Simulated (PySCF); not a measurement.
C6H10O, SMILES O=C1CCCCC1.

The structure is a stationary point at ωB97X-D3(BJ)/def2-SVP. One conformer was computed; it need not be the lowest.

Method: ωB97X-D3(BJ)/def2-SVP (PySCF).

Frequencies are harmonic and unscaled.

| mode | ν (cm⁻¹) | IR (km/mol) | moving atoms (share of kinetic energy) |
|---|---|---|---|
| 1 | 95 | 2.8 | C 41 %, O 38 %, H 21 % |
| 2 | 186 | 0.7 | H 48 %, C 47 % |
| 3 | 314 | 0.2 | H 50 %, C 43 % |
| 4 | 410 | 1.1 | C 51 %, H 36 %, O 14 % |
| 5 | 415 | 2.3 | C 74 %, H 25 % |
| 6 | 483 | 0.3 | H 61 %, C 38 % |
| 7 | 502 | 11.1 | O 45 %, C 32 %, H 22 % |
| 8 | 667 | 2.0 | C 56 %, H 30 %, O 15 % |
| 9 | 769 | 3.1 | H 63 %, C 37 % |
| 10 | 775 | 2.8 | C 64 %, H 29 % |
| 11 | 867 | 0.7 | C 53 %, H 47 % |
| 12 | 881 | 2.5 | H 59 %, C 39 % |
| 13 | 911 | 0.0 | H 70 %, C 30 % |
| 14 | 937 | 8.4 | C 54 %, H 45 % |
| 15 | 1017 | 1.1 | C 66 %, H 31 % |
| 16 | 1046 | 2.1 | H 61 %, C 39 % |
| 17 | 1065 | 3.9 | H 94 % |
| 18 | 1097 | 2.8 | H 74 %, C 25 % |
| 19 | 1142 | 0.2 | C 56 %, H 42 % |
| 20 | 1176 | 14.2 | H 53 %, C 47 % |
| 21 | 1247 | 21.2 | H 57 %, C 42 % |
| 22 | 1247 | 0.5 | H 73 %, C 25 % |
| 23 | 1284 | 0.9 | H 76 %, C 23 % |
| 24 | 1289 | 0.2 | H 78 %, C 22 % |
| 25 | 1361 | 0.9 | H 63 %, C 35 % |
| 26 | 1365 | 2.8 | H 64 %, C 36 % |
| 27 | 1375 | 26.8 | H 51 %, C 49 % |
| 28 | 1394 | 3.9 | H 58 %, C 42 % |
| 29 | 1407 | 4.2 | H 51 %, C 49 % |
| 30 | 1447 | 10.5 | H 90 %, C 10 % |
| 31 | 1454 | 10.1 | H 91 %, C 9 % |
| 32 | 1474 | 11.0 | H 92 % |
| 33 | 1476 | 8.8 | H 90 %, C 10 % |
| 34 | 1492 | 1.3 | H 90 %, C 10 % |
| 35 | 1885 | 212.5 | C 63 %, O 35 % |
| 36 | 3059 | 21.6 | H 94 % |
| 37 | 3062 | 2.2 | H 94 % |
| 38 | 3067 | 8.4 | H 94 % |
| 39 | 3069 | 17.2 | H 94 % |
| 40 | 3070 | 38.8 | H 94 % |
| 41 | 3126 | 30.3 | H 91 %, C 9 % |
| 42 | 3129 | 25.3 | H 91 %, C 9 % |
| 43 | 3132 | 31.6 | H 90 %, C 10 % |
| 44 | 3159 | 11.5 | H 91 %, C 9 % |
| 45 | 3161 | 11.0 | H 91 %, C 9 % |
